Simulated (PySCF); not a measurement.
**Excitation energy of Ce by level of theory**

Ce [Xe] 4f1 5d1 6s2 (high-spin determinant) → Ce [Xe] 4f1 5d3 (high-spin determinant), as a difference of total energies. All numbers are calculated (PySCF 2.14, the spin-free X2C one-electron Hamiltonian (Gaussian nucleus), in x2c-TZVPPall (11s7p7d4f2g, 113 functions)). Correlated levels: valence: [Kr] 4d10 frozen. The calculations carry no spin-orbit coupling.

```json
{"method": "UHF", "excitation energy (cm⁻¹)": "9202.7"}
{"method": "MP2 (valence)", "excitation energy (cm⁻¹)": "12883"}
{"method": "SCS-MP2 (valence)", "excitation energy (cm⁻¹)": "15027"}
{"method": "CCSD (valence)", "excitation energy (cm⁻¹)": "12755"}
{"method": "CCSD(T) (valence)", "excitation energy (cm⁻¹)": "13617"}
```

The determinant of the lower state and of the upper state mixes LS terms, which raises its energy above the lowest term, most at the Hartree-Fock and MP2 levels.
